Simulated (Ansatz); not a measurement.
The cluster Si₄O₄⁻: single points at one geometry.

```yaml
crystal:
  periodic: [false, false, false]
  atoms:
    - {symbol: Si, position_ang: [1.748181, 0.424308, 1.347486]}
    - {symbol: Si, position_ang: [-1.362922, -1.547893, -0.893675]}
    - {symbol: Si, position_ang: [1.150308, 0.346485, -1.899782]}
    - {symbol: Si, position_ang: [-1.535530, 0.776954, 1.445845]}
    - {symbol: O, position_ang: [0.128512, 0.725708, 1.688487]}
    - {symbol: O, position_ang: [-0.128301, -0.726287, -1.688160]}
    - {symbol: O, position_ang: [1.755191, 0.467457, -0.334444]}
    - {symbol: O, position_ang: [-1.755430, -0.466733, 0.334243]}
basis:
  gaussian: {orbitals: def2-TZVPD, initial_orbitals: start.molden}
total_charge: -1
magnetization: {spin_polarized: true, initial_magnetization: 1}
hamiltonian: {xc: pbe, dispersion: d4}
scf: {omitted_lower_state_checks: [starts]}
output: {orbitals: {seedname: orbitals}}
```

The file start.molden holds the orbitals of an earlier run on this structure, at another level or in another basis.

```sh
$ ansatz run in.yaml --threads 4 --pin off --events-out ev --progress --plain --max-ram 4787MiB
```

Output, abridged:

```
Functional definition: PBE
1836 factors; their error is unknown
mean field evaluation 1: about -39686.6521 eV, gradient 1.1e1 eV
mean field evaluation 2: about -39686.8724 eV, gradient 2.9e-1 eV
mean field evaluation 4: about -39686.8583 eV, gradient 9.4e-2 eV
mean field evaluation 8: about -39686.8583 eV, gradient 1.7e-5 eV
mean field -39686.85833469 eV, -1458.4651430810 hartree, gradient 1.7e-5 eV, S^2 0.756896; 0 other end points of the search recorded, 0 dependent functions left out
reference -39686.85838080 eV, -1458.4651447757 hartree; 45, 44 occupied and 287, 288 virtual orbitals, 1836 factors
Total energy: -39687.37244938 eV, -1458.4840364475 hartree
Checks for a lower state left out: starts
```

Hardware: 4 threads of Arm Neoverse V2 on a shared host. Wall time 13 s, peak host memory 0.82 GiB.

As the first input, with `gaussian: {orbitals: def2-TZVPD}`, `hamiltonian: {xc: pbe0, dispersion: d4}` (abridged; 36 s):

```
Functional definition: PBE0
mean field evaluation 16: about -39688.8158 eV, gradient 2.3e-3 eV
mean field -39688.81582829 eV, -1458.5370796441 hartree, gradient 1.1e-5 eV, S^2 0.761039
Total energy: -39689.26377552 eV, -1458.5535414010 hartree
Checks for a lower state left out: starts
```

Geometry: B3LYP-D4/def2-SVP, that of the neutral singlet.

At PBE-D4/def2-TZVPD, PBE0-D4/def2-TZVPD the highest occupied level of the charge -1 doublet lies above zero (up to 0.58 eV). By energy differences its removal costs 1.43 eV (vertical, to the charge 0 singlet, at PBE-D4/def2-TZVPD); a positive level beside a positive removal energy at the same level points to self-interaction error. The structure comes from a short search, and lower isomers may exist.
